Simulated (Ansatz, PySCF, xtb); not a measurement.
Donor–acceptor adduct: BH3 (SMILES B) (first 4 atoms) with H2O (SMILES O); geometry from B3LYP-D3(BJ)/def2-TZVP, rigid monomers moved along the line of their centres of mass till B1···O5 is 1.99 Å.
(charge 0, multiplicity 1):
```xyz
7

B      0.21063     0.24930     0.78962
H      0.61722    -0.76718     0.28698
H     -0.85292     0.63724     0.39400
H      1.03723     1.09088     1.00556
O     -0.24791    -0.32948     2.63614
H     -0.90274    -1.03867     2.59197
H      0.54151    -0.69209     3.05926
```

Counterpoise-corrected where a basis set is named; no monomer relaxation.

Correlated levels freeze the cores.

Run with Ansatz (an electronic-structure program) with Gaussian orbitals; PySCF for the dispersion terms; xtb for the GFN methods. Values without a source in brackets are computed.

Question: Give the interaction energy at the level GFN1-xTB.

Answer: -17.7 kcal/mol

Question: What interaction energy does SCS-MP2/aug-cc-pVDZ give?

Answer: -16.1 kcal/mol

Question: Estimate the interaction energy that B3LYP-D4/def2-TZVPPD returns for this input.

Answer: -18.8 kcal/mol
